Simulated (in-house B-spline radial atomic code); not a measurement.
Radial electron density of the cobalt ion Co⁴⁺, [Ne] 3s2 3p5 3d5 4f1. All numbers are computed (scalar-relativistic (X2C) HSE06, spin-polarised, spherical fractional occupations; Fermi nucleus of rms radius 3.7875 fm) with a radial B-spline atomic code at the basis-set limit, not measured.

Caution: exact exchange at fractional occupations of open shells leaves self-interaction of up to several eV.

One-electron X2C: radii and densities carry no picture-change correction, so inner-shell <1/r> comes out high (for 1s by about 2 % at Z = 33, 5 % at 54, 10 % at 75, 30 % at 118) and <r> low.

Columns: r (bohr), 4πr²n(r) (electrons per bohr), bar.

```
 0.00208   0.8618 #
 0.00255    1.232 #
 0.00314    1.764 ##
 0.00386    2.504 ###
 0.00474    3.518 ####
 0.00582    4.894 ######
 0.00716    6.744 ########
  0.0088    9.139 ###########
  0.0108    12.13 ###############
  0.0133    15.79 ###################
  0.0163    19.86 ########################
  0.0201    24.26 ##############################
  0.0247    28.29 ##################################
  0.0303    31.31 ######################################
  0.0372    32.69 ########################################
  0.0458    32.01 #######################################
  0.0563    29.59 ####################################
  0.0691    26.76 #################################
   0.085    25.36 ###############################
   0.104    26.91 #################################
   0.128    31.22 ######################################
   0.158    35.65 ###########################################
   0.194    36.18 ############################################
   0.238    31.13 ######################################
   0.293    22.56 ###########################
    0.36    15.82 ###################
   0.442    14.26 #################
   0.544     16.3 ####################
   0.668    17.21 #####################
   0.821    14.34 #################
    1.01    9.064 ###########
    1.24    4.364 #####
    1.52    1.646 ##
    1.87   0.5701 #
     2.3   0.3368 
    2.83   0.3474 
    3.48   0.3269 
    4.27   0.2159 
    5.25  0.09112 
    6.45  0.02277 
    7.93 0.002849 
    9.75 0.0001535 
      12 2.786e-06
```

On this grid the curve has 4 maxima, near 0.0372, 0.194, 0.668, 2.83 bohr.

The 4f up radial function P(r) = rR(r), positive near the nucleus:

| r (bohr) | P |
| --- | --- |
| 0.128 | 0.0006131 |
| 0.194 | 0.00235 |
| 0.293 | 0.008035 |
| 0.442 | 0.02436 |
| 0.668 | 0.06515 |
| 1.01 | 0.1535 |
| 1.52 | 0.313 |
| 2.3 | 0.5153 |
| 3.48 | 0.5712 |
| 5.25 | 0.3019 |
| 7.93 | 0.05338 |
| 12 | 0.001669 |
